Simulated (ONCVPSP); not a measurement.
**Eu (Z = 63): ONCV pseudisation with PW91, scalar-relativistic reference atom.**

* Element: europium
* Generator: ONCVPSP 4.0.1
* Type: optimised norm-conserving Vanderbilt (ONCV)
* Functional: PW91
* Relativity: scalar-relativistic
* Frozen core: [Kr] 4d10 4f6
* Valence charge: 11
* Reference configuration: 5s2 5p6 5d1 (charge +2)
* Partial waves: 5s: rc 2.00 bohr, ncon 4, nbas 8, qcut 7.6 1/bohr, local; 5p: rc 2.00 bohr, ncon 3, nbas 6, qcut 6.9 1/bohr, 3 projectors, debl 2.9 Ha; 5d: rc 3.15 bohr, ncon 4, nbas 9, qcut 5.6 1/bohr, 2 projectors, debl 3.9 Ha
* Local potential: the s channel
* Core correction: polynomial model core, fcfact 0.45

Task: Does the generator finish with these settings?

Result: Yes, a potential is produced and its reference levels are reproduced.

Task: Estimate the cutoffs (Ha) at which the residual kinetic energy of the hardest occupied pseudo-wave falls to 1 and 0.1 mHa per electron.

Result: 17 Ha and 20 Ha.

Task: Does the potential have ghost states?

Result: No bound ghost flagged; GHOST(+) flags only above 600 eV.

Task: Tests: 5s2 5p6 5d1 6s2; 5s2 5p6 5d1 6s1; 5s2 5p6 5d0; 5s2 5p6 5d1 6s1.5. Which has the largest error in its energy relative to the reference configuration, and how large is it?

Result: 5s2 5p6 5d1 6s2, with +327 meV (all-electron minus pseudo) on -18.55 eV.
